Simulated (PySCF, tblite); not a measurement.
Isomers of C6H7F. Calculated harmonic vibrations of the isolated species, GFN2-xTB (tblite), most abundant isotopes, no scaling. The method is semi-empirical: single wavenumbers can be off by several per cent or more. One conformer each.

Electronic energies: PBE0/pcSseg-1 single points on the GFN2-xTB geometries (PySCF, gas phase).

```csv
SMILES,"electronic energy, lowest = 0 (kJ/mol)"
C=C(C)[C@@H]1C=C1F,179.1
C=C[C@H](F)C#CC,103.0
C=C[C@@H]1C=C[C@H]1F,71.7
C=C/C=C/C(=C)F,0.0
```

Q: How do GFN2-xTB zero-point energies change the relative energies?

A: 
| SMILES | ZPE (kJ/mol) | of it from modes above 1550 cm⁻¹ | electronic (kJ/mol) | with ZPE, lowest = 0 (kJ/mol) | lowest mode (cm⁻¹) | rings |
| --- | --- | --- | --- | --- | --- | --- |
| C=C/C=C/C(=C)F | 282.3 | 159.7 | 0.0 | 0.0 | 80 | 0 |
| C=C[C@@H]1C=C[C@H]1F | 286.8 | 148.5 | 71.7 | 76.2 | 59 | 1 |
| C=C[C@H](F)C#CC | 280.5 | 151.6 | 103.0 | 101.2 | 14i | 0 |
| C=C(C)[C@@H]1C=C1F | 283.3 | 150.6 | 179.1 | 180.1 | 27 | 1 |

The zero-point energies span 6.3 kJ/mol, from `C=C[C@H](F)C#CC` to `C=C[C@@H]1C=C[C@H]1F`. Slightly imaginary modes are left out of the zero-point energy: `C=C[C@H](F)C#CC` 13.5i cm⁻¹. The order is unchanged.

Q: And how do the electronic energies of GFN2-xTB itself compare?

A: `C=C/C=C/C(=C)F` 0.0; `C=C[C@@H]1C=C[C@H]1F` 27.8; `C=C[C@H](F)C#CC` 49.6; `C=C(C)[C@@H]1C=C1F` 126.3 kJ/mol, lowest = 0. Against the energies above, taken from the same isomer `C=C/C=C/C(=C)F`, the largest difference is 53.4 kJ/mol.

Q: What do entropy and thermal enthalpy add at 298.15 K and 1 bar (rigid rotor, harmonic oscillator, one conformer each)?

A: 
| SMILES | point group | symmetry number | S (J/(mol K)) | H − H(0) (kJ/mol) | ZPE + H − H(0) − TS (kJ/mol) |
| --- | --- | --- | --- | --- | --- |
| C=C/C=C/C(=C)F | Cs | 1 | 357.3 | 22.52 | 198.3 |
| C=C[C@@H]1C=C[C@H]1F | C1 | 1 | 345.2 | 20.55 | 204.4 |
| C=C(C)[C@@H]1C=C1F | C1 | 1 | 364.0 | 22.69 | 197.5 |

Not tabulated: `C=C[C@H](F)C#CC` (lowest mode only 14i cm⁻¹).
